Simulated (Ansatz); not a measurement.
Species: H₃GeO₃, charge 0, doublet. H3GeO3 (SMILES [OH][Ge]([OH])[OH], doublet).
B3LYP-D3(BJ)/def2-TZVP minimum from Ansatz (a program for electronic structure):
```
Ge
O 1 1.7935
H 2 0.9649 1 112.76
O 1 1.7935 2 106.46 3 161.90
H 4 0.9649 1 112.76 2 48.62
O 1 1.7935 2 106.46 3 48.62
H 6 0.9649 1 112.76 2 161.90
```
Charge 0, spin multiplicity 2.

Hartree-Fock and MP2 correlation energies in hartree (Ansatz). Radicals and triplets start from unrestricted determinants; spin-orbit coupling is neglected. Cores are frozen in correlated methods (noble-gas shells, and filled d and f shells in the p block). No relativity.

```
basis    X        E(HF)  E(corr, MP2)
-------  -  -----------  ------------
cc-pVTZ  3  -2301.88734      -0.83065
cc-pVQZ  4  -2301.91250      -0.89670
cc-pV5Z  5  -2301.91782      withheld
```

### Question
Fit E(corr) = E∞ + A/X³ to X = 3 and 4, predict X = 5, and compare with the run.

### Answer
A = (-0.83065 - (-0.89670))/(1/27 - 1/64) = 3.0847; E∞ = -0.89670 - A/64 = -0.94490; at X = 5, E∞ + A/125 = -0.92022. The run gave -0.92434, 4.12 mEh below the prediction. The same form on X = 4 and 5 gives E∞ = -0.95334, 8.44 mEh below the first estimate.
